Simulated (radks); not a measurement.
The numbers below are computed, except where a source is named.
All-electron atom: Nb19+ in [Ar] 3d4.

Level of theory: Dirac Kohn-Sham, PBE, spin-unpolarised, spherical densities, point nucleus; open shells are shared between the two j in proportion to 2j + 1 (a radial shooting solver on a logarithmic mesh with Libxc functionals).

Energy parts (eV):
part                       energy
total                  -98701.419
kinetic                102374.490
electron-nucleus      -223606.748
Hartree                 25167.769
exchange-correlation    -2636.929

Orbitals (lengths in bohr, moments of r in powers of bohr; r(90%) holds 90 % of the orbital's charge):
\begin{tabular}{lrrrrr}
orbital & occ. & eigenvalue (eV) & r(90%) & <r^4> & small-component weight \\ \hline
1s1/2 & 2 & -19470.81 & 0.0646 & 7.989e-06 & 2.23e-02 \\
2s1/2 & 2 & -3293.669 & 0.243 & 0.001454 & 4.59e-03 \\
2p1/2 & 2 & -3080.481 & 0.219 & 0.0009677 & 4.58e-03 \\
2p3/2 & 4 & -2984.099 & 0.225 & 0.001075 & 4.44e-03 \\
3s1/2 & 2 & -1013.892 & 0.605 & 0.05710 & 1.41e-03 \\
3p1/2 & 2 & -935.2591 & 0.602 & 0.05502 & 1.36e-03 \\
3p3/2 & 4 & -916.4266 & 0.613 & 0.05922 & 1.33e-03 \\
3d3/2 & 1.6 & -785.6851 & 0.581 & 0.04677 & 1.23e-03 \\
3d5/2 & 2.4 & -781.7890 & 0.584 & 0.04779 & 1.22e-03 \\
\end{tabular}

The highest occupied level is 3d5/2 at -781.79 eV. For comparison, the ionisation energy in NIST's Atomic Spectra Database is 816 eV (theoretical). In exact Kohn-Sham theory the highest level is minus the ionisation energy, but local and semilocal functionals leave it too shallow, through self-interaction and a potential that decays too fast; potentials with the right tail come closer.

Beside tabulated values, note that spin-unpolarised runs miss the spin-polarisation part of the exchange energy of open shells.
